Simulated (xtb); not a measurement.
C$_{2}$H$_{5}$Be, charge +1, singlet, from a rough starting geometry (GFN-xTB shapes and energies of metal compounds can be far from the true ones); GFN2-xTB in xtb.

xtb was given this input:
```
$ xtb mol.xyz --gfn 2 --chrg 1 --opt vtight --json

# file mol.xyz
8

Be     1.41944233     1.25482276     1.18414352
C      0.59724021     0.10202850     0.32714627
C     -0.79975542    -0.07361516    -0.38156393
H      0.70396524    -0.79011585     1.00017251
H      1.36095958    -0.16717134    -0.51074227
H     -0.90760548     0.68047570    -1.19463798
H     -1.59959960     0.01943766     0.34551416
H     -0.80159933    -1.07751042    -0.83316403
```

Output, abridged:

```
   ID    Z sym.   atoms
    1    4 Be     1
    2    6 C      2, 3
    3    1 H      4-8

           -------------------------------------------------
          |                Calculation Setup                |
           -------------------------------------------------

           -------------------------------------------------
          |                 G F N 2 - x T B                 |
           -------------------------------------------------

          ...................................................
          :                      SETUP                      :
          :.................................................:
          :  # basis functions                  17          :
          :  # atomic orbitals                  17          :
          :  # shells                           11          :
          :  # electrons                        14          :
          :  max. iterations                   250          :
          :  Hamiltonian                  GFN2-xTB          :
          :  restarted?                      false          :
          :  GBSA solvation                  false          :
          :  PC potential                    false          :
          :  electronic temp.          300.0000000     K    :
          :  accuracy                    1.0000000          :
          :  -> integral cutoff          0.2500000E+02      :
          :  -> integral neglect         0.1000000E-07      :
          :  -> SCF convergence          0.1000000E-05 Eh   :
          :  -> wf. convergence          0.1000000E-03 e    :
          :  Broyden damping             0.4000000          :
          :  net charge                          1          :
          :  unpaired electrons                  0          :
          ...................................................

 iter      E             dE          RMSdq      gap      omega  full diag
   1     11.4501619  0.114502E+02  0.229E+01    0.46       0.0  T
   2     -4.3927257 -0.158429E+02  0.179E+01   10.13       1.0  T
   3     -5.0728429 -0.680117E+00  0.113E+01   10.55       1.0  T
   4     -6.3205845 -0.124774E+01  0.666E+00    5.74       1.0  T
   5     -6.1644907  0.156094E+00  0.551E+00    7.30       1.0  T
   6     -6.9536616 -0.789171E+00  0.620E+00    2.41       1.0  T
   7     -6.8166142  0.137047E+00  0.416E+00    3.47       1.0  T
   8     -7.0526421 -0.236028E+00  0.191E+00    1.72       1.0  T
   9      1.7971149  0.884976E+01  0.172E+01    0.28       1.0  T
  10     -6.8605342 -0.865765E+01  0.355E+00    1.07       1.0  T
  11     -7.0296251 -0.169091E+00  0.101E+00    2.51       1.0  T
  12     -7.0296344 -0.928643E-05  0.183E+00    1.52       1.0  T
  13     -6.9827892  0.468452E-01  0.168E+00    2.89       1.0  T
  14     -7.0075383 -0.247491E-01  0.141E+00    2.68       1.0  T
  15     -7.0231310 -0.155926E-01  0.115E+00    2.55       1.0  T
  16     -7.0413408 -0.182098E-01  0.817E-01    2.35       1.0  T
  17     -7.0503305 -0.898970E-02  0.626E-01    2.23       1.0  T
  18     -7.0549676 -0.463717E-02  0.523E-01    2.15       1.0  T
  19     -7.0566939 -0.172626E-02  0.483E-01    2.12       1.0  T
  20     -7.0574926 -0.798662E-03  0.453E-01    2.09       1.0  T
  21     -7.0580247 -0.532155E-03  0.419E-01    2.08       1.0  T
  22     -7.0589050 -0.880312E-03  0.371E-01    2.05       1.0  T
  23     -7.0604451 -0.154007E-02  0.278E-01    1.98       1.0  T
  24     -7.0611342 -0.689154E-03  0.207E-01    1.93       1.0  T
  25     -7.0613149 -0.180655E-03  0.149E-01    1.90       1.0  T
  26     -7.0613424 -0.274753E-04  0.683E-02    1.88       1.0  T
  27     -7.0613328  0.959659E-05  0.388E-02    1.88       1.0  T
  28     -7.0613617 -0.288938E-04  0.203E-02    1.87       1.7  T
  29     -7.0613761 -0.144762E-04  0.533E-03    1.86       6.6  T
  30     -7.0613760  0.176633E-06  0.445E-03    1.86       7.9  T
  31     -7.0613762 -0.204126E-06  0.485E-04    1.86      73.0  T
[...]
         :: total energy              -6.967515231180 Eh    ::
 * total energy  :    -6.9675152 Eh     change       -0.4002997E-08 Eh
 * total energy  :    -6.9698362 Eh     change       -0.2320972E-02 Eh
 * total energy  :    -6.9700753 Eh     change       -0.2391136E-03 Eh
 * total energy  :    -6.9700910 Eh     change       -0.1566859E-04 Eh
 * total energy  :    -6.9700940 Eh     change       -0.2991091E-05 Eh
 * total energy  :    -6.9700944 Eh     change       -0.4359781E-06 Eh
 * total energy  :    -6.9700945 Eh     change       -0.1187634E-06 Eh
 * total energy  :    -6.9700946 Eh     change       -0.1036611E-06 Eh
 * total energy  :    -6.9700947 Eh     change       -0.3240042E-07 Eh
   *** GEOMETRY OPTIMIZATION CONVERGED AFTER 9 ITERATIONS ***
         :: total energy              -6.970094671769 Eh    ::
[...]
         1        2.0000           -0.8261602             -22.4810
         2        2.0000           -0.7582079             -20.6319
         3        2.0000           -0.7115013             -19.3609
         4        2.0000           -0.6895223             -18.7629
         5        2.0000           -0.6700982             -18.2343
         6        2.0000           -0.6247966             -17.0016
         7        2.0000           -0.6134670             -16.6933 (HOMO)
         8                         -0.5476616             -14.9026 (LUMO)
         9                         -0.5014907             -13.6463
        10                         -0.4959559             -13.4956
        11                         -0.1293995              -3.5211
        12                         -0.0879784              -2.3940
        13                         -0.0725999              -1.9755
        14                          0.0146982               0.4000
        15                          0.0308516               0.8395
        16                          0.0797270               2.1695
        17                          0.1154703               3.1421
      -------------------------------------------------------------
                  HL-Gap            0.0658054 Eh            1.7907 eV
             Fermi-level           -0.5805643 Eh          -15.7980 eV

     #   Z          covCN         q      C6AA      α(0)
     1   4 Be       0.843     0.586    58.797    22.982
     2   6 C        3.655    -0.175    24.254     7.070
     3   6 C        3.749    -0.133    23.131     6.860
     4   1 H        0.921     0.190     1.148     1.676
     5   1 H        0.921     0.190     1.148     1.676
     6   1 H        0.925     0.109     1.705     2.042
     7   1 H        0.925     0.109     1.705     2.042
     8   1 H        0.925     0.123     1.590     1.972

 Mol. C6AA /au·bohr⁶  :        493.090723
 Mol. C8AA /au·bohr⁸  :      13741.053544
 Mol. α(0) /au        :         46.319371

Wiberg/Mayer (AO) data.
largest (>0.10) Wiberg bond orders for each atom

 ---------------------------------------------------------------------------
     #   Z sym  total        # sym  WBO       # sym  WBO       # sym  WBO
 ---------------------------------------------------------------------------
     1   4 Be   1.879 --     2 C    1.419     5 H    0.161     4 H    0.161
     2   6 C    3.974 --     1 Be   1.419     3 C    0.960     4 H    0.797
                             5 H    0.797
     3   6 C    3.947 --     7 H    0.973     6 H    0.973     2 C    0.960
                             8 H    0.952
     4   1 H    0.964 --     2 C    0.797     1 Be   0.161
     5   1 H    0.964 --     2 C    0.797     1 Be   0.161
     6   1 H    0.988 --     3 C    0.973
     7   1 H    0.988 --     3 C    0.973
     8   1 H    0.985 --     3 C    0.952
 ---------------------------------------------------------------------------

Topologies differ in total number of bonds
Writing topology from bond orders to xtbtopo.mol

molecular dipole:
                 x           y           z       tot (Debye)
 q only:        1.588       0.941       1.112
   full:        2.750       1.575       1.907       9.401
molecular quadrupole (traceless):
                xx          xy          yy          xz          yz          zz
 q only:        2.376       4.962      -1.234       5.600       3.999      -1.142
  q+dip:        3.748      11.453      -1.713      11.615       9.209      -2.034
   full:        4.224      10.677      -2.220      11.256       8.413      -2.004

optimized geometry written to: xtbopt.xyz

           -------------------------------------------------
          | TOTAL ENERGY               -6.970094671769 Eh   |
          | GRADIENT NORM               0.000030094431 Eh/α |
          | HOMO-LUMO GAP               1.790655737803 eV   |
           -------------------------------------------------

normal termination of xtb
```
